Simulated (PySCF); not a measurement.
## Pd⁺: ionisation energy

Pd⁺ [Kr] 4d9 [4d3/2^4 4d5/2^5, M_J = 5/2] → Pd²⁺ [Kr] 4d8 [4d3/2^4 4d5/2^4, M_J = 4], as a difference of total energies. Computed with PySCF 2.14 in x2c-TZVPall-2c, with the two-component X2C-1e Hamiltonian. Correlated levels: [Ar] 3d10 frozen; the 6 highest virtual spinors dropped. "Screened" scales the spin-orbit matrix elements by Boettger's factors to mimic the two-electron term; Breit and QED terms are absent.

```
                    method  ionisation energy (eV)
           GHF (spin-free)                  17.520
          GMP2 (spin-free)                  18.993
 GHF (screened spin-orbit)                  17.393
GMP2 (screened spin-orbit)                  18.859
```

How much does correlation contribute at GMP2 (screened spin-orbit)?

18.859 − (17.393) = 1.466 eV, measured against GHF (screened spin-orbit).

The spin-free rows relax to the high-spin LS determinant and lack the spin-orbit shift.

Errors of the correlated levels include the incompleteness of this basis and the frozen core.

The labels give the starting determinants; with spin-orbit coupling the two ends relaxed to ⟨J²⟩ = 8.78, ⟨L²⟩ = 6.04, ⟨S²⟩ = 0.77 and ⟨J²⟩ = 20.01, ⟨L²⟩ = 12.06, ⟨S²⟩ = 2.00.

For comparison: 19.43 ± 0.12 eV (semi-empirical (NIST evaluation); NIST Atomic Spectra Database, ionization energies).
